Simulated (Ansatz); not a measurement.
```csv
atom,x (Å),y (Å),z (Å)
B,-0.0263,0.0304,-0.7572
B,0.0341,-0.0266,0.7617
```

Basis set: def2-TZVP (spherical functions). Left uncorrelated: 2 orbitals. Charge 0, multiplicity 3.

Computed with Ansatz (development build ahead of 0.2.0); each method stands on the lowest determinant of its kind that the runs found.

The atomization energy at this shape (free ground-state atoms in the same class of orbitals less the molecule, no zero-point energy) of triplet B2:

| method | atomization energy |
| --- | --- |
| UHF | 232.5 kJ/mol |

(1) What does UHF-MP2 give?

## Answers

(1) 254.3 kJ/mol. Caution: the unrestricted determinant is a mixture of spin states.
